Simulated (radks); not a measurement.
Species: W4+. Configuration: [Xe] 4f14 5d2. All-electron calculation, scalar-relativistic Kohn-Sham, BLYP, spin-unpolarised, spherical densities, point nucleus. Program: a radial shooting solver on a logarithmic mesh with Libxc functionals.

Unscreened Slater integrals over Kohn-Sham orbitals (cm^-1).

integral,value
"F0(5d,5d)",118420
"F2(5d,5d)",62528
"F4(5d,5d)",41625
"F0(5d,4f)",151240
"F2(5d,4f)",36576
"F4(5d,4f)",17433
"G1(5d,4f)",14204
"G3(5d,4f)",12478
"G5(5d,4f)",9750.6
"F0(5d,5p)",134420
"F2(5d,5p)",66756
"G1(5d,5p)",79640
"G3(5d,5p)",49396
"F0(5d,5s)",139820
"G2(5d,5s)",51361
"F0(4f,4f)",334710
"F2(4f,4f)",161700
"F4(4f,4f)",101990
"F6(4f,4f)",73526
"F0(4f,5p)",197000
"F2(4f,5p)",63506
"G2(4f,5p)",28114
"G4(4f,5p)",22712
"F0(4f,5s)",221200
"G3(4f,5s)",35070
"F0(5p,5p)",161500
"F2(5p,5p)",87354
"F0(5p,5s)",172310
"G1(5p,5s)",115190
"F0(5s,5s)",186400

Derived for the open shells (J is the average intra-shell exchange parameter used in DFT+U). 5d: Racah B = F2/49 - 5 F4/441 = 804.2 cm^-1, C = 35 F4/441 = 3304 cm^-1, C/B = 4.11, F4/F2 = 0.666, J = (F2 + F4)/14 = 7440 cm^-1.
